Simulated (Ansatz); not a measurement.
Reaction (cleavage of the B–Si bond): `CB[SiH2]BC` + `CCS` → `CBSCC` + `CB[SiH3]`

Calculated with Ansatz (gas phase, PBE0-D4/def2-TZVP geometries, no zero-point term in ΔE). CBS: MP2 limit from def2 TZ/QZ plus the TZ coupled-cluster correction, frozen cores. DFT in def2-TZVPP. Each species was taken in one conformer, which may not be the lowest.

```csv
species,PBE energy (Eh)
`CB[SiH2]BC`,-421.06586
`CCS`,-477.76796
`CBSCC`,-542.48385
`CB[SiH3]`,-356.39187
```

(1) Work out ΔE.

Largest T1 diagnostic among the species: 0.013.

## Answers

(1) ΔE = (-542.48385) + (-356.39187) − (-421.06586) − (-477.76796) = -0.04190 Eh = -110.0 kJ/mol. CCSD(T)/CBS gives -115.2 kJ/mol.
